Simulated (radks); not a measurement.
Results of a calculation; reference values are marked as such.
Charge is removed step by step from the 3d up level of the titanium ion Ti2+, starting from [Ar] 3d(up 2, down 0). Code: a radial shooting solver on a logarithmic mesh with Libxc functionals. Model: scalar-relativistic Kohn-Sham, PBEsol, spin-polarised, spherical densities, finite nucleus; Fermi nuclear charge, rms radius 3.5921 fm.

| removed (e) | E - E(0) (eV) | eigenvalue (eV) | E minus straight line (eV) |
|---|---|---|---|
| 0 | 0.000 | -20.372 | 0.000 |
| 0.25 | 5.519 | -23.812 | -1.365 |
| 0.5 | 11.921 | -27.428 | -1.848 |
| 0.75 | 19.247 | -31.207 | -1.406 |
| 1 | 27.538 | -35.139 | 0.000 |

Removing the whole electron costs 27.538 eV by Delta-SCF, against 20.372 eV from minus the eigenvalue at the starting occupation. Slater's transition state (half an electron removed) gives 27.428 eV. Integrating minus the eigenvalue over the occupation (Janak's theorem) gives 27.537 eV. In this scalar-relativistic scheme the density is built from large components alone, so the theorem holds only approximately. The mean slope of the eigenvalue, de/dn, is 14.8 eV per electron. Ionisation energy of Ti2+ in the NIST Atomic Spectra Database: 27.492 eV (measured).
